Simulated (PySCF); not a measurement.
CdS, SMILES [S]=[Cd].

The structure is a stationary point at B3LYP-D3(BJ)/def2-TZVPD. The def2 effective core potentials stand for the cores of Cd; spin–orbit coupling is left out.

Two levels are set side by side: PBE/def2-TZVPD (PySCF) and HF/def2-TZVPD (PySCF). Same geometry, gas phase. Differences are taken from unrounded values.

```
quantity                       PBE
---------------------------  -----
orbital gap (eV)              0.32
highest occupied level (eV)  -5.27
lowest empty level (eV)      -4.95
dipole moment (D)             5.54
mean polarisability (bohr³)   67.0
```

### Question
These are the PBE values. What does HF give? (The exact figures need the calculation; the answer reports its results.)

### Answer

```
quantity                        HF  PBE minus HF
---------------------------  -----  ------------
orbital gap (eV)              7.03         -6.71
highest occupied level (eV)  -8.55          3.28
lowest empty level (eV)      -1.51         -3.43
dipole moment (D)             7.77         -2.23
mean polarisability (bohr³)   75.9          -8.9
```

PBE's occupied levels lie high since its potential decays too fast outside the molecule; exact exchange lowers them and widens the gap. Differences between two approximate levels are no errors against the true value.

Rough cost on one machine, each run with all the roots and properties that it gave: HF against PBE about 1/5.
